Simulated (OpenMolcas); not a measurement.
## W4+ in a ligand field

W4+ with 6 ligands (chloride) in octahedral coordination (Oh) at 2.42 Å. A charge of +0.333 e stands 2.6 Å behind each ligand. Ligand basis ANO-RCC-VDZP.
```
W     0.0000    0.0000    0.0000
Cl    2.4200    0.0000    0.0000
Cl    0.0000    2.4200    0.0000
Cl   -2.4200    0.0000    0.0000
Cl    0.0000   -2.4200    0.0000
Cl    0.0000    0.0000    2.4200
Cl    0.0000    0.0000   -2.4200
```

```
Program             : OpenMolcas
Method              : CASSCF
Basis               : ANO-RCC-VTZP [8s7p5d3f2g1h]
Scalar Hamiltonian  : DKH2, point nucleus
Active space        : 2 electrons in 5 orbitals (5d)
State averaging     : 2S+1 = 3 even, 10 roots; 2S+1 = 1 even, 15 roots
Spin-orbit coupling : state interaction with AMFI integrals over the reference wave functions
```

The lowest spin-free states (labels of O, the rotations of Oh), above the lowest:

| State | Degeneracy | E (cm-1) |
| --- | --- | --- |
| 3T1 | 3 | 0.0 |
| 1T2 | 3 | 8929 |
| 1E | 2 | 9180 |
| 1A1 | 1 | 20493 |
| 3T2 | 3 | 23093 |
| 3T1 | 3 | 30446 |
| 1T2 | 3 | 31817 |
| 1T1 | 3 | 34236 |
| 3A2 | 1 | 47695 |
| 1E | 2 | 56366 |
| 1A1 | 1 | 66229 |

The lowest levels with spin-orbit coupling:

```csv
E (cm-1),Degeneracy,2S+1
0.0,2,3
260.9,3,3
3784,3,3
4854,1,3
11147,3,1
11759,2,1
22794,1,1 (87 %)
24441,1,3
25226,3,3
26181,3,3
26352,2,3
31762,1,3 (88 %)
32161,3,3
32474,3,3 (52 %)
34472,2,3
36143,3,3 (50 %)
37341,3,1
51117,3,3
59542,2,1
69448,1,1
```

Powder χT (cm3 K/mol): 0.00109 at 2 K, 0.00543 at 10 K, 0.0272 at 50 K, 0.0552 at 100 K, 0.103 at 200 K, 0.137 at 300 K. The effective moment at 300 K is 2.828 √(χT) = 1.05 μB.

The lowest level has 2S+1 = 3, for which the spin-only value is χT = S(S+1) / 2 = 1.000 cm3 K/mol (g = 2). The computed 0.137 at 300 K differs by -0.863, through orbital momentum, spin-orbit coupling and any other state in reach. With a threefold ground state the orbital momentum is unquenched, so the spin-only value is not expected to hold.

Metal share of the active 5d orbitals (Löwdin): 71, 71, 89, 89, 89 %; Mulliken charge of the metal 1.29.

A least-squares ligand-field fit to the states below 45000 cm-1, each weighted by its degeneracy and with a free common offset, gives 10Dq = 23570 cm-1, B = 606 cm-1 and C = 2301 cm-1 (C/B = 3.80), with an rms deviation of 345 cm-1.

The same method and metal basis give the free ion B = 803 cm-1 (fit to its terms below 60000 cm-1, rms deviation 19 cm-1), so the nephelauxetic ratio is β = 606 / 803 = 0.75; it hangs on how both fits weigh the states, and computed free-ion B values tend to be too large, so β mixes covalency with correlation.

An orbital triplet at a regular site is open to Jahn-Teller coupling, which can distort the site and quench the lowest spin-orbit gaps and is left out. Without dynamic correlation the repulsion within the d shell is too large (B by tens of per cent), so at a given field states of lower spin stand too high. The least metal-like active orbital is 71 % on the metal (Löwdin) and no ligand orbital is active, so the numbers are rough. With metal d orbitals alone the field can be off either way by tens of per cent. Ligand-to-metal charge-transfer states are missing. With no ligand orbital active B as a rule stays too high, so bands that hang on it stand too high and its fall with covalency is understated. No measured value stands beside these numbers; the geometry was imposed, not optimised, and the real ion may take another.

The RASSCF and RASSI steps took 76 s on 1 thread of Arm Neoverse V2, on a shared host; the integral step is not counted.
